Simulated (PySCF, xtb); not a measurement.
ZrH4, SMILES [ZrH4], multiplicity 1.

xtb with GFN2-xTB at its own geometry gives an orbital gap of 3.35 eV and a dipole moment of 0.00 D.

The structure is a stationary point at r2SCAN-D4/def2-TZVPD. The multiplicity is an assumed one; other spin states were not compared. The def2 effective core potentials stand for the cores of Zr; spin–orbit coupling is left out.

Problem. What does CAM-B3LYP/def2-TZVPD in PySCF give? (The exact figures need the calculation; the answer reports its results.)

Solution. gap 8.67 eV (levels -9.99 and -1.32 eV), dipole 0.00 D.
